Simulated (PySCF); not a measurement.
Delta-SCF ions had no search for a lower state. Excitations are Tamm–Dancoff values on a coarser integration grid. The basis has no diffuse functions, so Rydberg states are missing or too high.

**C3H7NOSi, SMILES `C([SiH2]OC)C#N` (charge 0, multiplicity 1)**

Computed with CAM-B3LYP-D3(BJ)/def2-TZVP // B3LYP-D3(BJ)/def2-SVP (PySCF).

```json
{
  "HOMO": "-10.03 eV",
  "dipole_moment": "4.77 D",
  "HOMO–LUMO gap": "11.02 eV",
  "LUMO": "0.99 eV",
  "S1 excitation (TDA)": "7.37 eV",
  "S1 oscillator strength": "0.001",
  "T1 excitation (TDA)": "6.21 eV",
  "S1–T1 gap (TDA)": "1.16 eV",
  "vertical ionisation energy (Delta-SCF)": "10.91 eV",
  "total_energy": "-14640.48 eV",
  "cost": "roughly 12 core-minutes"
}
```

```xyz
13

C      2.0319     0.8785     0.0200
O      0.7966     0.3304    -0.3841
Si     0.0821    -1.0322     0.2441
C     -1.5326    -1.1976    -0.7423
C     -2.3091    -2.3542    -0.3279
N     -2.8907    -3.2882     0.0383
H      2.2295     1.7798    -0.5803
H      2.0232     1.1710     1.0866
H      2.8672     0.1708    -0.1372
H      0.9275    -2.2424     0.0380
H     -0.2242    -0.8744     1.6943
H     -1.2837    -1.2722    -1.8139
H     -2.1231    -0.2763    -0.6071
```
Charge 0, spin multiplicity 1.
